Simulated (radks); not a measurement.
Problem. These are the eigenvalues of the occupied orbitals of an atom or ion with whole-number occupations (eV). All-electron calculation, non-relativistic Kohn-Sham, PBE, spin-polarised, spherical densities, point nucleus. Program: a radial shooting solver on a logarithmic mesh with Libxc functionals.

orbital  eigenvalue
1s        -37834.44
2s        -9047.976

Which element is it, and in what charge state? The configuration may be excited. Open shells, if any, are filled with parallel spins first.

Solution. Z = 54, xenon, charge +50: Xe50+ in [He] 2s2. The 1s level, -1390.4 hartree, gives Z - s = 52.7 by -(Z - s)^2/2, which with screening narrows Z to a few neighbours, and with so few levels the electron count can be read from the list.
